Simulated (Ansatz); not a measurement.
| atom | x (Å) | y (Å) | z (Å) |
| --- | --- | --- | --- |
| C | -0.0024 | -0.0580 | -0.6134 |
| O | -0.0816 | -0.1087 | 0.7590 |
| H | -0.0032 | -1.0862 | -1.0711 |
| H | -0.8793 | 0.4943 | -0.9715 |
| H | 0.8440 | 0.4093 | -1.1171 |
| H | 0.0413 | 0.8348 | 1.0592 |

Basis set: STO-3G (spherical functions). Correlated methods keep 2 orbitals frozen. Charge 0, multiplicity 1.

Computed with Ansatz (development build ahead of 0.2.0); each method stands on the lowest determinant of its kind that the runs found. Restricted open shells among the atoms or ions are ROHF, correlated in semicanonical orbitals with singles.

The atomization energy at this shape (free ground-state atoms in the same class of orbitals less the molecule, no zero-point energy) of singlet CH4O:

| method | atomization energy |
| --- | --- |
| RHF | 1761.1 kJ/mol |

Problem. What does RHF-MP2 give?

Solution. 1969.2 kJ/mol.

This basis has no polarisation functions and is too small for such energies, which can lie far from measured ones in either direction.
